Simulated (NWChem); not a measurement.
System: SeCl₄ cation, doublet; SMILES of the neutral closed-shell parent Cl[Se](Cl)(Cl)Cl

Output (shortened):

```
             Northwest Computational Chemistry Package (NWChem) 7.3.0
             --------------------------------------------------------

 C2V symmetry detected

                             Geometry "geometry" -> ""
                             -------------------------

 Output coordinates in angstroms (scale by  1.889725989 to convert to a.u.)

  No.       Tag          Charge          X              Y              Z
 ---- ---------------- ---------- -------------- -------------- --------------
    1 Se                  34.0000     0.00000000     0.00000000     0.25166091
    2 Cl                  17.0000     1.65500253     0.00000000    -1.05211058
    3 Cl                  17.0000     0.00000000     2.24008469     0.80044967
    4 Cl                  17.0000    -1.65500253     0.00000000    -1.05211058
    5 Cl                  17.0000     0.00000000    -2.24008469     0.80044967

 Effective nuclear repulsion energy (a.u.)     818.8077670542

      Symmetry information
      --------------------

 Group name             C2v
 Group number             16
 Group order               4
 No. of unique centers     3

                                Z-matrix (autoz)
                                --------

 Units are Angstrom for bonds and degrees for angles

      Type          Name      I     J     K     L     M      Value
      ----------- --------  ----- ----- ----- ----- ----- ----------
    1 Stretch                  1     2                       2.10686
    2 Stretch                  1     3                       2.30633
    3 Stretch                  1     4                       2.10686
    4 Stretch                  1     5                       2.30633
    5 Bend                     2     1     3                98.46749
    6 Bend                     2     1     4               103.53961
    7 Bend                     2     1     5                98.46749
    8 Bend                     3     1     4                98.46749
    9 Bend                     3     1     5               152.46894
   10 Bend                     4     1     5                98.46749

                           NWChem Geometry Optimization
                           ----------------------------

 maximum gradient threshold         (gmax) =   0.000450
 rms gradient threshold             (grms) =   0.000300
 maximum cartesian step threshold   (xmax) =   0.001800
 rms cartesian step threshold       (xrms) =   0.001200
 fixed trust radius                (trust) =   0.300000
 source of zmatrix                         =   autoz

          -------------------
          Energy Minimization
          -------------------

 Using diagonal initial Hessian
 Scaling for Hessian diagonals: bonds = 1.00  angles = 0.25  torsions = 0.10

          --------
          Step   0

                                 NWChem DFT Module
                                 -----------------

 Summary of "ao basis" -> "ao basis" (spherical)
 ------------------------------------------------------------------------------
       Tag                 Description            Shells   Functions and Types
 ---------------- ------------------------------  ------  ---------------------
 Se                         def2-svp                12       32   5s4p3d
 Cl                         def2-svp                 8       18   4s3p1d

      Symmetry analysis of basis
      --------------------------

        a1         41
        a2         13
        b1         25
        b2         25

            General Information
            -------------------
          SCF calculation type: DFT
          Wavefunction type:  spin polarized.
          No. of atoms     :     5
          No. of electrons :   101
           Alpha electrons :    51
            Beta electrons :    50
          Charge           :     1
          Spin multiplicity:     2
          Use of symmetry is: on ; symmetry adaption is: on
          Maximum number of iterations: 150
          AO basis - number of functions:   104
                     number of shells:    44
          Convergence on energy requested:  1.00D-06
          Convergence on density requested:  1.00D-05
          Convergence on gradient requested:  5.00D-04

              XC Information
              --------------
                         PBE0 Method XC Functional
                     Hartree-Fock (Exact) Exchange  0.250
          PerdewBurkeErnzerhof Exchange Functional  0.750
            Perdew 1991 LDA Correlation Functional  1.000 local
           PerdewBurkeErnz. Correlation Functional  1.000 non-local

             Grid Information
             ----------------
          Grid used for XC integration:  medium
          Radial quadrature: Mura-Knowles
          Angular quadrature: Lebedev.
          Tag              B.-S. Rad. Rad. Pts. Rad. Cut. Ang. Pts.
          ---              ---------- --------- --------- ---------
          Se                  1.15      112           7.0       590
          Cl                  1.00       88          11.0       590
          Grid pruning is: on
          Number of quadrature shells:   288
          Spatial weights used:  Erf1

      Superposition of Atomic Density Guess
      -------------------------------------

 Sum of atomic energies:       -4236.80586203

 Renormalizing density from     102.00 to    101

      Non-variational initial energy
      ------------------------------

 Total energy =   -4211.823682
 1-e energy   =   -7445.817716
 2-e energy   =    2415.186268
 HOMO         =      -0.546035
 LUMO         =      -0.321980

   Symmetry analysis of molecular orbitals - initial alpha
   -------------------------------------------------------

  Numbering of irreducible representations:

     1 a1          2 a2          3 b1          4 b2

  Orbital symmetries:

     1 a1          2 a1          3 b1          4 b2          5 a1
     6 a1          7 b1          8 b2          9 a1         10 b1
    11 a1         12 b2         13 a1         14 a1         15 a1
    16 b1         17 b2         18 a2         19 a1         20 b1
    21 b2         22 a1         23 b1         24 a2         25 a1
    26 b2         27 b1         28 b2         29 a1         30 b1
    31 a1         32 a2         33 a1         34 b2         35 a1
    36 b1         37 b2         38 a1         39 a1         40 b2
    41 b1         42 a1         43 a2         44 a1         45 b2
    46 b1         47 a1         48 b1         49 b2         50 a2
    51 a1         52 a1         53 b1         54 b2         55 a1
    56 a2         57 b2         58 b1         59 a1         60 a1
    61 b2

   Symmetry analysis of molecular orbitals - initial beta
   ------------------------------------------------------

  Numbering of irreducible representations:

     1 a1          2 a2          3 b1          4 b2

  Orbital symmetries:

     1 a1          2 a1          3 b1          4 b2          5 a1
     6 a1          7 b1          8 b2          9 a1         10 b1
    11 a1         12 b2         13 a1         14 a1         15 a1
    16 b1         17 b2         18 a2         19 a1         20 b1
    21 b2         22 a1         23 b1         24 a2         25 a1
    26 b2         27 b1         28 b2         29 a1         30 b1
    31 a1         32 a2         33 a1         34 b2         35 a1
    36 b1         37 b2         38 a1         39 a1         40 b2
    41 b1         42 a1         43 a2         44 a1         45 b2
    46 b1         47 a1         48 b1         49 b2         50 a2
    51 a1         52 a1         53 b1         54 b2         55 a1
    56 a2         57 b2         58 b1         59 a1         60 a1
    61 b2

   convergence    iter        energy       DeltaE   RMS-Dens  Diis-err
 ---------------- ----- ----------------- --------- --------- ---------
 d= 0,ls=0.0,diis     1  -4240.0281817563 -5.06D+03  8.98D-03  6.41D-01
                                                     9.97D-03  6.75D-01
 d= 0,ls=0.0,diis     2  -4239.8694535682  1.59D-01  8.57D-03  5.94D-01
                                                     8.64D-03  5.69D-01
 d= 0,ls=0.0,diis     3  -4240.1239850529 -2.55D-01  2.94D-03  1.60D-01
                                                     3.17D-03  1.70D-01
 d= 0,ls=0.0,diis     4  -4240.2018545099 -7.79D-02  3.08D-04  1.46D-03
                                                     4.88D-04  1.53D-03
 d= 0,ls=0.0,diis     5  -4240.2022756358 -4.21D-04  2.44D-04  3.36D-04
                                                     1.90D-04  2.32D-04
  Resetting Diis
 d= 0,ls=0.0,diis     6  -4240.2024609266 -1.85D-04  7.30D-05  2.76D-05
                                                     1.33D-04  3.27D-05
 d= 0,ls=0.0,diis     7  -4240.2025022524 -4.13D-05  4.10D-05  2.91D-06
                                                     2.81D-05  1.62D-06
 d= 0,ls=0.0,diis     8  -4240.2025049152 -2.66D-06  1.29D-05  1.25D-06
                                                     2.07D-05  1.89D-06
 d= 0,ls=0.0,diis     9  -4240.2025061062 -1.19D-06  1.14D-05  3.24D-07
                                                     1.04D-05  1.79D-07
 d= 0,ls=0.0,diis    10  -4240.2025064702 -3.64D-07  4.56D-06  6.73D-08
                                                     5.12D-06  6.81D-08

         Total DFT energy =    -4240.202506470189
      One electron energy =    -7491.695506669907
           Coulomb energy =     2631.621460914665
    Exchange-Corr. energy =     -198.936227769126
 Nuclear repulsion energy =      818.807767054179

 Numeric. integr. density =      101.000000723043

                  Occupations of the irreducible representations
                  ----------------------------------------------

                     irrep           alpha         beta
                     --------     --------     --------
                     a1               22.0         21.0
                     a2                5.0          5.0
                     b1               12.0         12.0
                     b2               12.0         12.0

                    DFT Final Alpha Molecular Orbital Analysis
                    ------------------------------------------

 Vector   49  Occ=1.000000D+00  E=-5.491879D-01  Symmetry=b2
              MO Center=  1.2D-13,  9.7D-14,  2.9D-01, r^2= 6.1D+00
   Bfn.  Coefficient  Atom+Function         Bfn.  Coefficient  Atom+Function
  ----- ------------  ---------------      ----- ------------  ---------------
    63      0.388641  3 Cl pz                99     -0.388641  5 Cl pz
    60      0.302814  3 Cl pz                96     -0.302814  5 Cl pz
    44      0.248080  2 Cl py                80      0.248080  4 Cl py
    41      0.201222  2 Cl py                77      0.201222  4 Cl py
    57      0.172785  3 Cl pz                93     -0.172785  5 Cl pz

[...]

      ----------------------
      Optimization converged
      ----------------------

  Step       Energy      Delta E   Gmax     Grms     Xrms     Xmax
  ---- ---------------- -------- -------- -------- -------- --------
@    5   -4240.20430206 -1.7D-07  0.00009  0.00004  0.00033  0.00078
                                     ok       ok       ok       ok

                                Z-matrix (autoz)
                                --------

 Units are Angstrom for bonds and degrees for angles

      Type          Name      I     J     K     L     M      Value     Gradient
      ----------- --------  ----- ----- ----- ----- ----- ---------- ----------
    1 Stretch                  1     2                       2.12063    0.00009
    2 Stretch                  1     3                       2.24989    0.00001
    3 Stretch                  1     4                       2.12063    0.00009
    4 Stretch                  1     5                       2.24989    0.00001
    5 Bend                     2     1     3               101.37750   -0.00000
    6 Bend                     2     1     4               102.95006   -0.00001
    7 Bend                     2     1     5               101.37750   -0.00000
    8 Bend                     3     1     4               101.37750   -0.00000
    9 Bend                     3     1     5               143.07035    0.00001
   10 Bend                     4     1     5               101.37750   -0.00000

                         Geometry "geometry" -> "geometry"
                         ---------------------------------

 Output coordinates in angstroms (scale by  1.889725989 to convert to a.u.)

  No.       Tag          Charge          X              Y              Z
 ---- ---------------- ---------- -------------- -------------- --------------
    1 Se                  34.0000     0.00000000     0.00000000     0.19297065
    2 Cl                  17.0000     1.65904780     0.00000000    -1.12787635
    3 Cl                  17.0000     0.00000000     2.13405992     0.90556057
    4 Cl                  17.0000    -1.65904780     0.00000000    -1.12787635
    5 Cl                  17.0000     0.00000000    -2.13405992     0.90556057

 Effective nuclear repulsion energy (a.u.)     823.1296292623

      Symmetry information
      --------------------

 Group name             C2v
 Group number             16
 Group order               4
 No. of unique centers     3

                Final and change from initial internal coordinates
                --------------------------------------------------

                                Z-matrix (autoz)
                                --------

 Units are Angstrom for bonds and degrees for angles

      Type          Name      I     J     K     L     M      Value       Change
      ----------- --------  ----- ----- ----- ----- ----- ---------- ----------
    1 Stretch                  1     2                       2.12063    0.01377
    2 Stretch                  1     3                       2.24989   -0.05644
    3 Stretch                  1     4                       2.12063    0.01377
    4 Stretch                  1     5                       2.24989   -0.05644
    5 Bend                     2     1     3               101.37750    2.91000
    6 Bend                     2     1     4               102.95006   -0.58954
    7 Bend                     2     1     5               101.37750    2.91000
    8 Bend                     3     1     4               101.37750    2.91000
    9 Bend                     3     1     5               143.07035   -9.39859
   10 Bend                     4     1     5               101.37750    2.91000

 ==============================================================================
                                internuclear distances
 ------------------------------------------------------------------------------
       center one      |      center two      | atomic units |  angstroms
 ------------------------------------------------------------------------------
    2 Cl               |   1 Se               |     4.00741  |     2.12063
    3 Cl               |   1 Se               |     4.25167  |     2.24989
    4 Cl               |   1 Se               |     4.00741  |     2.12063
    5 Cl               |   1 Se               |     4.25167  |     2.24989
 ------------------------------------------------------------------------------
                         number of included internuclear distances:          4
 ==============================================================================
```

Level: PBE0/def2-SVP, spin-unrestricted. In the optimisation the excess spin sits in a1 (C2v, its own frame). Not confirmed as a minimum by frequencies. The spin multiplicity was typed, not searched, and may not be the lowest.

Task: Write an input that gives this output.

Result: One answer among several that fit: the input that was run:
```
start job
memory heap 200 mb stack 900 mb global 1100 mb
charge 1
geometry units angstroms
  Se    -0.000955    -0.001274     0.242475
  Cl     1.031517    -1.291929    -1.064079
  Cl     1.753362     1.384848     0.807467
  Cl    -1.021703     1.304297    -1.058445
  Cl    -1.760680    -1.394068     0.775027
end
basis spherical
  * library def2-svp
end
dft
  odft
  mult 2
  xc pbe0
  iterations 150
end
driver
  maxiter 120
end
task dft optimize
```
